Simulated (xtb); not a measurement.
H₂MoO₄ (SMILES [O]=[Mo](=[O])([OH])[OH]), singlet, at a GFN2-xTB geometry (such geometries of metal compounds can be far from the true shape).

Here is a job for xtb.
```
$ xtb mol.xyz --gfn 1 --json

# file mol.xyz
7

Mo     0.04556687     0.00083011     0.00560237
O      1.10220482     0.78882640    -0.97552653
O      0.86074293    -0.75306665     1.21686762
O     -0.81590576    -1.20963679    -0.94058850
H     -1.09733612    -1.94764307    -1.49061800
O     -1.06225200     1.17542170     0.70967220
H     -1.49479228     1.90042130     1.17192022
```

Problem. Give the HOMO-LUMO gap at the level GFN1-xTB in xtb 6.7.1.

Solution. 6.30 eV

Problem. What is the computed dipole moment (GFN1-xTB)?

Solution. 7.30 D

Problem. Give the total energy at the level GFN1-xTB.

Solution. -22.1206 Eh

Problem. What is the computed partial charges in atom order (GFN1-xTB)?

Solution. Mo1 2.13, O2 -0.72, O3 -0.72, O4 -0.73, H5 0.39, O6 -0.73, H7 0.39
